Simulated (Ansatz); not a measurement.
Gas-phase electronic energies from Ansatz, PBE0-D4/def2-TZVP geometries. CCSD(T)/CBS is the MP2 limit (def2-TZVPP, def2-QZVPP) plus CCSD(T) − MP2 in def2-TZVPP, frozen cores. Functionals use def2-TZVPP. Each species was taken in one conformer, which may not be the lowest.

`C[Si](F)([SiH3])Cl` + `C=C(N)CF` → `C[Si](N)([SiH3])Cl` + `C=C(F)CF`  (formal exchange of groups at the Si–F bond)

Task: Is it downhill or uphill in electronic energy at CCSD(T)/CBS, and by how much? (Estimate.)

Result: Computed: Uphill: ΔE = +115.1 kJ/mol.

Task: What do these levels give: PBE-D4, PBE0-D4, ωB97X-V, B2PLYP, PBE, r2SCAN, HF/def2-TZVPP, MP2/def2-TZVPP, MP2/def2-QZVPP, SCS-MP2/def2-QZVPP, MP2/CBS(def2), CCSD/CBS(def2)? (Best estimate.)

Result: Computed: PBE-D4 110.2, PBE0-D4 110.7, ωB97X-V 110.1, B2PLYP 116.1, PBE 111.4, r2SCAN 114.4, HF/def2-TZVPP 112.3, MP2/def2-TZVPP 119.2, MP2/def2-QZVPP 121.2, SCS-MP2/def2-QZVPP 118.5, MP2/CBS(def2) 121.8, CCSD/CBS(def2) 115.0 kJ/mol.

Largest T1 diagnostic among the species: 0.012.
